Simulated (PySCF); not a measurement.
## Computed spin Hamiltonian

C5H6ClF2O (doublet state).
Cartesian coordinates in Å at the GFN2-xTB level; atoms count from 1:
```
atom  x, y, z in Å
O1    -0.7786    2.4675   -0.5358
C2     0.2506    1.7581   -0.0890
C3     0.4921    0.4723    0.0074
C4     1.6911   -0.0444    0.7295
Cl5    2.9599   -0.5199   -0.4594
C6    -0.3728   -0.5764   -0.6866
C7    -1.4561   -1.0754    0.2581
F8    -0.9270   -1.8037    1.2731
F9    -2.3087   -1.9074   -0.3910
H10   -0.4807    3.2916   -0.9438
H11    2.1365    0.7139    1.3695
H12    1.4599   -0.9431    1.2988
H13   -0.8692   -0.1453   -1.5564
H14    0.2478   -1.4173   -1.0001
H15   -2.0493   -0.2625    0.7038
```

The hyperfine couplings belong to this conformer and change with its torsions.

Identity: `ClC/C(CC(F)F)=[C]/O` [radical].

The calculation used UKS B3LYP, pcH-1 on C Cl F H O, non-relativistic, mean-field spin-orbit, GIAO in PySCF 2.14.0. The structure is a single GFN2-xTB conformer in the gas phase; no vibrational or solvent corrections. The geometry wasn't refined by DFT: couplings that depend on bond lengths, twists or pyramidal angles can differ widely from those at the functional's own minimum. The frame is twisted about the C2–C3 bond at this geometry (dihedral O1–C2–C3–C6 = 13°); couplings at other torsion angles weren't computed. No stability test was run, so a lower SCF solution isn't excluded.

- g1, g2, g3: 2.00169, 2.00247, 2.00327
- g_iso: 2.00248
- Form of g: rhombic: the two nearest values differ by 49 % of g3 − g1
- ⟨S²⟩: 0.7562 (exact 0.7500)
- α and β electrons: 40, 39
- Total energy: -929.19006 Eh

Isotropic coupling and dipolar principal values T1 to T3, in mT (MHz turned into mT with g_iso):

```csv
atom,isotope,a_iso,of which spin–orbit,T1,T2,T3,Mulliken spin population
O1,17O,-0.33,0.00,-2.05,1.00,1.05,0.11
C2,13C,13.50,0.00,-2.66,-1.99,4.65,0.89
C3,13C,2.05,0.00,-0.65,-0.12,0.77,-0.08
C4,13C,1.37,0.00,-0.08,-0.07,0.16,0.02
Cl5,35Cl,-0.05,0.00,-0.03,-0.01,0.03,0.00
C6,13C,1.35,0.00,-0.22,-0.20,0.42,0.06
C7,13C,0.03,0.00,-0.02,0.00,0.02,0.00
F8,19F,-0.03,0.00,-0.06,-0.01,0.08,0.00
F9,19F,0.63,0.00,-0.29,-0.27,0.56,0.00
H10,1H,0.76,0.00,-0.59,-0.39,0.98,0.00
H11,1H,-0.07,0.00,-0.19,-0.11,0.30,0.01
H12,1H,-0.18,0.00,-0.08,-0.07,0.15,0.00
H13,1H,-0.11,0.00,-0.17,-0.04,0.21,0.00
H14,1H,-0.01,0.00,-0.13,-0.04,0.17,0.00
H15,1H,0.01,0.00,-0.07,-0.05,0.12,0.00
```

The largest Mulliken spin populations are on C2 (+0.89), O1 (+0.11), C3 (-0.08) and C6 (+0.06). C2 is the only atom above +0.15. The positive populations add up to 1.09 and the negative ones to -0.09, together 2S = 1.

Under fast tumbling the dipolar parts average out, and these isotropic splittings remain: 1 × 1H (H10, I = 1/2, 2 lines) with 0.76 mT, 2 × 19F (F8/F9, I = 1/2, 3 lines) with 0.30 mT, 2 × 1H (H11/H12, I = 1/2, 3 lines) with 0.12 mT, 2 × 1H (H13/H14, I = 1/2, 3 lines) with 0.06 mT and 1 × 35Cl (Cl5, I = 3/2, 4 lines) with 0.05 mT.

Means are taken over nuclei equivalent by connectivity, which assumes that they swap fast. The 19F value of +8.5 MHz is a mean of couplings from -0.7 to 17.7 MHz in this one geometry, not an average over conformers.

Main isotope only: 35Cl (natural samples also hold 24 % 37Cl, magnetic too, which adds its own pattern).

The 17O coupling of O1 (-9.3 MHz) shows only in satellite lines or after enrichment, since that isotope makes up about 0.038 % of natural oxygen.

The 13C coupling of C2 (378.2 MHz) shows only in satellite lines or after enrichment, since that isotope makes up about 1.07 % of natural carbon.

The spin density at the nucleus, in bohr⁻³, is negative for Cl5 (-0.0035), for instance. A restricted open-shell determinant has no negative spin density anywhere; here it arises because α and β orbitals differ (spin polarisation).

Time: 2.1 min (grids of density and orbitals included); peak memory 0.98 GiB. Hardware: one thread, Arm Neoverse V2 (aarch64), no GPU, shared host.
